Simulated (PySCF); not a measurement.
Structure problem from calculated spectra and properties.

Formula: C7H9F2N.

- Rotational structure: rotational constants A, B, C: 2.602, 0.831, 0.737 GHz [GFN2-xTB]
- NMR, other nuclei: isotropic shieldings of nuclei other than C and H, by class: -32 (1 N), 308 (1 F), 329 (1 F) ppm [GIAO PBE0/pcSseg-1]
- 1H NMR: chemical shifts (computed TMS as zero) by class: 6.34 (1 H), 2.88 (1 H), 2.87 (1 H), 2.19 (1 H), 2.13 (1 H), 2.09 (1 H), 2.08 (1 H), 1.86 (1 H), 1.68 (1 H) ppm [GIAO PBE0/pcSseg-1]
- 13C NMR: chemical shifts (computed TMS as zero) by class: 127.2 (1 C), 122.8 (1 C), 45.9 (1 C), 34.1 (1 C), 32.9 (1 C), 31.0 (1 C), 25.7 (1 C) ppm [GIAO PBE0/pcSseg-1]
- Dipole: 2.95 D [PBE0/pcSseg-1]

Electronic properties: PySCF, gas phase, density fitting. Levels stand in brackets. One conformer (not necessarily the lowest) at the GFN2-xTB geometry, without solvent, vibrations or thermal averaging. Each NMR value is the plain mean over a class of atoms that symmetry, rotation or inversion makes alike.

Question: Give a SMILES that accounts for the data.

Answer: Numbering: `[N:1]#[C:2][C@@H:3]1[CH2:4][CH2:5][C@@H:6]([CH:7]([F:8])[F:9])[CH2:10]1`. Its formula, C7H9F2N, gives 3 degrees of unsaturation: 1 ring and 2 π bonds in the structure found. 7 carbons fall into 7 classes; from least to most shielded: nitrile carbon [C2] (127.2 ppm), CHF2 carbon [C7] (122.8 ppm), sp3 CH carbon [C6] (45.9 ppm), ring CH2 carbon [C4] (34.1 ppm), ring CH2 carbon [C10] (32.9 ppm), sp3 carbon next to a nitrile [C3] (31.0 ppm), ring CH2 carbon [C5] (25.7 ppm). Hydrogen classes from least to most shielded: 1 H on a CHF2 carbon, C7 (6.34 ppm), 1 H on an sp3 CH carbon, C6 (2.88 ppm), 1 H on an sp3 carbon next to a nitrile, C3 (2.87 ppm), 1 H on a ring CH2 carbon, C5 (2.19 ppm), 1 H on a ring CH2 carbon, C10 (2.13 ppm), 1 H on a ring CH2 carbon, C4 (2.09 ppm), 1 H on a ring CH2 carbon, C10 (2.08 ppm), 1 H on a ring CH2 carbon, C4 (1.86 ppm), 1 H on a ring CH2 carbon, C5 (1.68 ppm). The other shieldings belong to: -32 ppm, nitrile nitrogen [N1]; 308 ppm, fluorine of a CF2 group [F8]; 329 ppm, fluorine of a CF2 group [F9]. The optimised geometry has point group C1 and is an asymmetric top. Structure: `N#C[C@@H]1CC[C@@H](C(F)F)C1`. The assignments are read from this structure; whether some other isomer fits the data as well wasn't checked. The mirror image fits equally.
